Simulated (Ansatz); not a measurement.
This Ansatz (a quantum-chemistry and plane-wave program) input (B2PLYP/6-311++G(3df,3pd)) gives -75.04668 Eh with 39 basis functions. A basis named .json is the Basis Set Exchange file of that set (core-valence sets with the plain set on hydrogen).

Ansatz 0.2 input:
```yaml
crystal:
  periodic: [false, false, false]
  atoms:
    - {symbol: O, position_ang: [0.00000000, 0.00000000, 0.00000000]}
basis:
  gaussian:
    orbitals: 6-311++G_3df_3pd_.json
hamiltonian:
  xc: {name: B2PLYP}
magnetization: {spin_polarized: true, initial_magnetization: 2}
correlation: {electrons: outside_noble_gas}
scf: {lower_state_search: full}
```

Change:
```diff
- orbitals: 6-311++G_3df_3pd_.json
+ orbitals: 3-21G.json
```

Q: What does the run give now?

A: -74.59295 Eh (B2PLYP/3-21G, 9 functions), a change of +453.73 mEh.
